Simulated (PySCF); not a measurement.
C6H7NOS (charge +1 and doublet state).
Numbering: `[CH3:1][NH+:2][c:3]1[cH:4][cH:5][c:6]([CH:7]=[O:8])[s:9]1` (hydrogens: H10, H11, H12 on C1; H13 on N2; H14 on C4; H15 on C5; H16 on C7)

Geometry (GFN2-xTB, Å), atoms numbered from 1 in this order:
```xyz
16
C6H7NOS angstrom
C      2.694    0.870    0.244
N      1.904   -0.163   -0.356
C      0.591   -0.252   -0.258
C     -0.231   -1.260   -0.816
C     -1.558   -1.071   -0.520
C     -1.795    0.070    0.261
C     -3.067    0.581    0.769
O     -3.147    1.587    1.419
S     -0.355    0.931    0.635
H      2.671    0.791    1.335
H      3.725    0.787   -0.090
H      2.307    1.857   -0.020
H      2.391   -0.888   -0.873
H      0.156   -2.076   -1.401
H     -2.352   -1.720   -0.845
H     -3.942   -0.037    0.505
```

The hyperfine couplings belong to this conformer and change with its torsions.

Method: UKS B3LYP, pcH-1 on C H N O S, non-relativistic, mean-field spin-orbit, GIAO in PySCF 2.14.0. Isolated species at its GFN2-xTB geometry (one conformer only). GFN2-xTB frequencies show an imaginary mode (95i cm⁻¹), so this geometry is no minimum at that level. A GFN2-xTB geometry isn't a minimum of the functional, and hyperfine couplings can be far from their values at a DFT geometry, by a factor of two or more for some ions and for spin on atoms past the first row. Stability of the SCF solution: not tested.

**Question.** Match the computed a_iso(1H) values +31.9, -24.4, -19.5, +4.4, +0.2 MHz (means over equivalent nuclei) with the sites H10/H11/H12; H13; H14; H15; H16.

**Answer.** 
```json
{"site": "H10/H11/H12", "a_iso (MHz)": "+31.9", "ρ(0) (bohr⁻³)": "+0.0071", "position": "2 bonds from N2", "distance from C6 (Å)": "4.90", "bound to": "C1", "spin population there": "-0.02", "largest |T| (MHz)": "4.1"}
{"site": "H13", "a_iso (MHz)": "-24.4", "ρ(0) (bohr⁻³)": "-0.0055", "position": "1 bond from N2", "distance from C6 (Å)": "4.44", "bound to": "N2", "spin population there": "+0.30", "largest |T| (MHz)": "22.0"}
{"site": "H14", "a_iso (MHz)": "-19.5", "ρ(0) (bohr⁻³)": "-0.0044", "position": "1 bond from C4", "distance from C6 (Å)": "3.34", "bound to": "C4", "spin population there": "+0.27", "largest |T| (MHz)": "12.7"}
{"site": "H15", "a_iso (MHz)": "+4.4", "ρ(0) (bohr⁻³)": "+0.0010", "position": "2 bonds from C4, on C5 of spin population -0.12", "distance from C6 (Å)": "2.18", "bound to": "C5", "spin population there": "-0.12", "largest |T| (MHz)": "3.7"}
{"site": "H16", "a_iso (MHz)": "+0.2", "ρ(0) (bohr⁻³)": "0.0000", "position": "2 bonds from C6", "distance from C6 (Å)": "2.16", "bound to": "C7", "spin population there": "-0.09", "largest |T| (MHz)": "4.5"}
```

ρ(0) is the spin density at the nucleus and T the dipolar tensor; a_iso includes a spin–orbit part; entries for several nuclei are means. Largest spin populations (Mulliken): C6 (+0.43), N2 (+0.30), C4 (+0.27) and O8 (+0.16). Four atoms exceed +0.15. The positive populations add up to 1.26 and the negative ones to -0.26, together 2S = 1. Main spin sites, with 60 % or more of the largest population: N2, C4, C6; positions count bonds from the nearest.

Nuclei that the bonding pattern makes equivalent are averaged, as if the motion that swaps them (rotation, inversion, ring flip) were fast. The three 1H nuclei of mean +31.9 MHz run from 1.8 to 54.5 MHz in the frozen geometry.

The SMILES `C[NH+]c1ccc(C=O)s1` draws the unpaired electron on N2, whose computed spin population is only +0.30.

Hardware: one thread of an Arm Neoverse V2, shared host. Cost: 2.1 min (grids of density and orbitals included), 1.1 GiB resident at most.
